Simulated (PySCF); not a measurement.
PySCF input file for Al(H)2(NMe2) (C2H8AlN), SMILES [AlH2][N](C)C, TDDFT-PBE/def2-SVPD. Geometry: PBE0-D3(BJ)/def2-SVP. The structure was generated by enumeration; whether it is a known compound was not checked.

```python
import numpy as np
from pyscf import gto, scf, dft, tdscf

mol = gto.M(
    atom='''
    Al   -0.00000000    0.00000000    1.47231470
    H     0.00000000    1.41046339    2.20101643
    H    -0.00000000   -1.41046337    2.20101645
    N     0.00000000    0.00000000   -0.31301746
    C    -0.00000000   -1.20141662   -1.11083644
    C    -0.00000000    1.20141661   -1.11083644
    H    -0.88957234   -1.25929269   -1.76908687
    H     0.88957234   -1.25929268   -1.76908687
    H    -0.00000001   -2.09831630   -0.47230847
    H     0.88957234    1.25929267   -1.76908688
    H    -0.88957234    1.25929268   -1.76908688
    H    -0.00000000    2.09831630   -0.47230848
    ''',
    basis='def2-SVPD',
    charge=0,
    spin=0,
    symmetry=True,
    max_memory=1600,
    verbose=4,
)
mf = dft.RKS(mol, xc='pbe').density_fit(auxbasis='def2-universal-jkfit')
mf.grids.level = 3
mf.conv_tol = 1e-9
mf.max_cycle = 100
mf.kernel()
mf.grids = dft.Grids(mol).set(level=1).build(with_non0tab=True)  # coarser grid for the response kernel
td = tdscf.TDDFT(mf)
td.singlet = True
td.nstates = 10
td.conv_tol = 1e-4
td.positive_eig_threshold = 1e-6
td.kernel(x0=td.get_init_guess(mf, 15))
td.analyze()
tt = tdscf.TDA(mf)
tt.singlet = False
tt.nstates = 4
tt.conv_tol = 1e-4
tt.positive_eig_threshold = 1e-6
tt.kernel(x0=tt.get_init_guess(mf, 9))
tt.analyze(verbose=3)
```

Program output:

```
PySCF version 2.14.0

[INPUT] verbose = 4
[INPUT] num. atoms = 12
[INPUT] num. electrons = 40
[INPUT] charge = 0
[INPUT] spin (= nelec alpha-beta = 2S) = 0
[INPUT] symmetry True subgroup None
[INPUT] Mole.unit = angstrom
[INPUT] Symbol           X                Y                Z      unit          X                Y                Z       unit  Magmom
[INPUT]  1 Al     0.000000000000   0.000000000000   1.472314700000 AA    0.000000000000   0.000000000000   2.782271552171 Bohr   0.0
[INPUT]  2 H      0.000000000000   1.410463390000   2.201016430000 AA    0.000000000000   2.665389515826   4.159318248368 Bohr   0.0
[INPUT]  3 H      0.000000000000  -1.410463370000   2.201016450000 AA    0.000000000000  -2.665389478031   4.159318286162 Bohr   0.0
[INPUT]  4 N      0.000000000000   0.000000000000  -0.313017460000 AA    0.000000000000   0.000000000000  -0.591517271607 Bohr   0.0
[INPUT]  5 C      0.000000000000  -1.201416620000  -1.110836440000 AA    0.000000000000  -2.270348373301  -2.099176640787 Bohr   0.0
[INPUT]  6 C      0.000000000000   1.201416610000  -1.110836440000 AA    0.000000000000   2.270348354403  -2.099176640787 Bohr   0.0
[INPUT]  7 H     -0.889572340000  -1.259292690000  -1.769086870000 AA   -1.681048090588  -2.379718294767  -3.343089674864 Bohr   0.0
[INPUT]  8 H      0.889572340000  -1.259292680000  -1.769086870000 AA    1.681048090588  -2.379718275870  -3.343089674864 Bohr   0.0
[INPUT]  9 H     -0.000000010000  -2.098316300000  -0.472308470000 AA   -0.000000018897  -3.965243129711  -0.892533654612 Bohr   0.0
[INPUT] 10 H      0.889572340000   1.259292670000  -1.769086880000 AA    1.681048090588   2.379718256972  -3.343089693761 Bohr   0.0
[INPUT] 11 H     -0.889572340000   1.259292680000  -1.769086880000 AA   -1.681048090588   2.379718275870  -3.343089693761 Bohr   0.0
[INPUT] 12 H      0.000000000000   2.098316300000  -0.472308480000 AA    0.000000000000   3.965243129711  -0.892533673510 Bohr   0.0

nuclear repulsion = 161.171850709351
point group symmetry = C2v
symmetry origin: [-4.72431533e-10 -2.83458914e-09  1.41729490e-09]
symmetry axis x: [ 1.00000000e+00 -6.30439002e-10 -7.47773185e-11]
symmetry axis y: [-6.30439002e-10 -1.00000000e+00  2.39884067e-09]
symmetry axis z: [7.47773201e-11 2.39884062e-09 1.00000000e+00]
num. orbitals of irrep A1 = 56
num. orbitals of irrep A2 = 22
num. orbitals of irrep B1 = 27
num. orbitals of irrep B2 = 43
number of shells = 66
number of NR pGTOs = 212
number of NR cGTOs = 148
basis = def2-SVPD
ecp = {}


[settings echo left out]
init E= -377.647512277431
HOMO (B1) = -0.273529479104255  LUMO (B1) = -0.0858223684367636  gap/eV = 5.10777
cycle= 1 E= -377.645592861035  delta_E= 0.00192  |g|= 0.495  |ddm|= 4.62
HOMO (B1) = -0.105270869694692  LUMO (B1) = -0.0178384997076191  gap/eV = 2.37916
cycle= 2 E= -377.198213234542  delta_E= 0.447  |g|= 1.34  |ddm|= 1.87
HOMO (B1) = -0.206125886099902  LUMO (B1) = -0.0460725344119171  gap/eV = 4.35527
cycle= 3 E= -377.705775968395  delta_E= -0.508  |g|= 0.199  |ddm|=  1.4
HOMO (B1) = -0.194987724894487  LUMO (B1) = -0.0533038339056069  gap/eV = 3.85542
cycle= 4 E= -377.715676201604  delta_E= -0.0099  |g|= 0.0641  |ddm|= 0.262
HOMO (B1) = -0.194026992836581  LUMO (B1) = -0.0566150018386553  gap/eV = 3.73917
cycle= 5 E= -377.716535075132  delta_E= -0.000859  |g|= 0.0204  |ddm|= 0.0902
HOMO (B1) = -0.194132514220944  LUMO (B1) = -0.055580711697397  gap/eV = 3.77019
cycle= 6 E= -377.716655970979  delta_E= -0.000121  |g|= 0.00379  |ddm|= 0.0318
HOMO (B1) = -0.194504601157782  LUMO (B1) = -0.0556932963054706  gap/eV = 3.77725
cycle= 7 E= -377.716660092878  delta_E= -4.12e-06  |g|= 0.000914  |ddm|= 0.00622
HOMO (B1) = -0.194565867418924  LUMO (B1) = -0.0556435038261394  gap/eV = 3.78027
cycle= 8 E= -377.716660352738  delta_E= -2.6e-07  |g|= 0.000127  |ddm|= 0.00166
HOMO (B1) = -0.194585698996642  LUMO (B1) = -0.0556647752222101  gap/eV = 3.78023
cycle= 9 E= -377.716660358974  delta_E= -6.24e-09  |g|= 1.83e-05  |ddm|= 0.000444
HOMO (B1) = -0.194585989067938  LUMO (B1) = -0.0556624715529774  gap/eV = 3.78030
cycle= 10 E= -377.716660359091  delta_E= -1.17e-10  |g|= 2.52e-06  |ddm|= 6.69e-05
HOMO (B1) = -0.194585106251208  LUMO (B1) = -0.0556623444127284  gap/eV = 3.78028
Extra cycle  E= -377.716660359087  delta_E= 3.87e-12  |g|= 4.67e-06  |ddm|= 9.24e-06
converged SCF energy = -377.716660359087
tot grids = 41608
Overwritten attributes  positive_eig_threshold  of <class 'pyscf.tdscf.rks.CasidaTDDFT'>


******** <class 'pyscf.tdscf.rks.CasidaTDDFT'> for <class 'pyscf.df.df_jk.DFSymAdaptedRKS'> ********
nstates = 10 singlet
deg_eia_thresh = 1.000e-03
wfnsym = None
conv_tol = 0.0001
eigh lindep = 1e-12
eigh level_shift = 0
eigh max_cycle = 100


Excitation energies (eV)
[4.38014366 5.09862275 5.60573167 5.63251549 5.77199421 6.19235385
 6.29260079 6.34038063 6.85707655 6.88697907]

** Singlet excitation energies and oscillator strengths **
Excited State   1:   A1      4.38014 eV    283.06 nm  f=0.1432
      20 -> 21       -0.70125
Excited State   2:   B1      5.09862 eV    243.17 nm  f=0.0014
      20 -> 22       -0.70368
Excited State   3:   B1      5.60573 eV    221.17 nm  f=0.0289
      20 -> 23       -0.66755
      20 -> 24       -0.21809
Excited State   4:   A2      5.63252 eV    220.12 nm  f=0.0000
      19 -> 21       -0.70634
Excited State   5:   B1      5.77199 eV    214.80 nm  f=0.0020
      20 -> 23        0.21169
      20 -> 24       -0.67113
Excited State   6:   A2      6.19235 eV    200.22 nm  f=0.0000
      20 -> 25       -0.70674
Excited State   7:   B1      6.29260 eV    197.03 nm  f=0.0345
      18 -> 21        0.22624
      20 -> 26       -0.66890
Excited State   8:   B1      6.34038 eV    195.55 nm  f=0.0341
      18 -> 21        0.66245
      20 -> 26        0.22349
Excited State   9:   B2      6.85708 eV    180.81 nm  f=0.0221
      19 -> 22        0.69724
Excited State  10:   B2      6.88698 eV    180.03 nm  f=0.0126
      20 -> 27        0.69672

** Transition electric dipole moments (AU) **
state          X           Y           Z        Dip. S.      Osc.
  1         0.0000      0.0000      1.1553      1.3346      0.1432
  2         0.1048      0.0000      0.0000      0.0110      0.0014
  3         0.4586     -0.0000      0.0000      0.2103      0.0289
  4         0.0000     -0.0000     -0.0000      0.0000      0.0000
  5        -0.1180     -0.0000     -0.0000      0.0139      0.0020
  6        -0.0000      0.0000      0.0000      0.0000      0.0000
  7        -0.4730      0.0000      0.0000      0.2237      0.0345
  8         0.4686      0.0000     -0.0000      0.2195      0.0341
  9        -0.0000      0.3623      0.0000      0.1313      0.0221
 10         0.0000     -0.2731      0.0000      0.0746      0.0126

** Transition velocity dipole moments (imaginary part, AU) **
state          X           Y           Z        Dip. S.      Osc.
  1         0.0000      0.0000      0.1882      0.0354      0.1467
  2         0.0166     -0.0000     -0.0000      0.0003      0.0010
  3         0.0994      0.0000      0.0000      0.0099      0.0320
  4         0.0000     -0.0000     -0.0000      0.0000      0.0000
  5        -0.0248      0.0000      0.0000      0.0006      0.0019
  6         0.0000     -0.0000     -0.0000      0.0000      0.0000
  7        -0.1145     -0.0000      0.0000      0.0131      0.0378
  8         0.1108      0.0000     -0.0000      0.0123      0.0351
  9        -0.0000      0.0956     -0.0000      0.0091      0.0242
 10         0.0000     -0.0696     -0.0000      0.0048      0.0128

** Transition magnetic dipole moments (imaginary part, AU) **
state          X           Y           Z
  1        -0.0000      0.0000     -0.0000
  2        -0.0000     -0.6733     -0.0000
  3         0.0000     -0.0529      0.0000
  4         0.0000     -0.0000     -1.2022
  5         0.0000     -0.1653      0.0000
  6        -0.0000      0.0000      0.3925
  7        -0.0000     -0.6432     -0.0000
  8         0.0000     -1.0956      0.0000
  9         1.3418      0.0000      0.0000
 10        -0.0646      0.0000     -0.0000
Overwritten attributes  positive_eig_threshold  of <class 'pyscf.tdscf.rks.TDA'>


******** <class 'pyscf.tdscf.rks.TDA'> for <class 'pyscf.df.df_jk.DFSymAdaptedRKS'> ********
nstates = 4 triplet
deg_eia_thresh = 1.000e-03
wfnsym = None
conv_tol = 0.0001
eigh lindep = 1e-12
eigh level_shift = 0
eigh max_cycle = 100


Excitation energies (eV)
[3.37319799 4.90295294 5.1753577  5.35783956]

** Triplet excitation energies and oscillator strengths **
Excited State   1:   A1      3.37320 eV    367.56 nm  f=0.0000
Excited State   2:   B1      4.90295 eV    252.88 nm  f=0.0000
Excited State   3:   A2      5.17536 eV    239.57 nm  f=0.0000
Excited State   4:   B1      5.35784 eV    231.41 nm  f=0.0000
```

Self-consistency was reached.
